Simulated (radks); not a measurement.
Species: Pm9+. Configuration: [Kr] 4d10 4f3 5s2 5p1.

All-electron calculation, scalar-relativistic Kohn-Sham, PBE, spin-unpolarised, spherical densities, point nucleus. Program: a radial shooting solver on a logarithmic mesh with Libxc functionals.

Energy parts (hartree):
part                       energy
total                  -9999.2403
kinetic                10667.6076
electron-nucleus      -24041.9208
Hartree                 3598.8268
exchange-correlation    -223.7540

Orbitals (lengths in bohr, moments of r in powers of bohr; r(max) is where P^2 peaks):
| orbital | occ. | eigenvalue (hartree) | r(max) | <1/r> |
|---|---|---|---|---|
| 1s | 2 | -1659.935 | 0.01479 | 67.43 |
| 2s | 2 | -274.3045 | 0.08379 | 15.59 |
| 2p | 6 | -245.5153 | 0.06761 | 14.67 |
| 3s | 2 | -63.94794 | 0.2386 | 5.697 |
| 3p | 6 | -54.90870 | 0.2338 | 5.376 |
| 3d | 10 | -42.52538 | 0.1918 | 5.102 |
| 4s | 2 | -16.82702 | 0.5507 | 2.401 |
| 4p | 6 | -13.84011 | 0.5741 | 2.217 |
| 4d | 10 | -9.61086 | 0.5981 | 1.961 |
| 4f | 3 | -4.99788 | 0.6033 | 1.543 |
| 5s | 2 | -5.96506 | 1.208 | 1.051 |
| 5p | 1 | -5.06132 | 1.316 | 0.9518 |

The highest occupied level is 4f at -136.00 eV. Summed over all electrons, <r^2> = 18.11 bohr^2, which gives a Langevin (diamagnetic) susceptibility term of -14.3 x 10^-6 cm^3/mol.
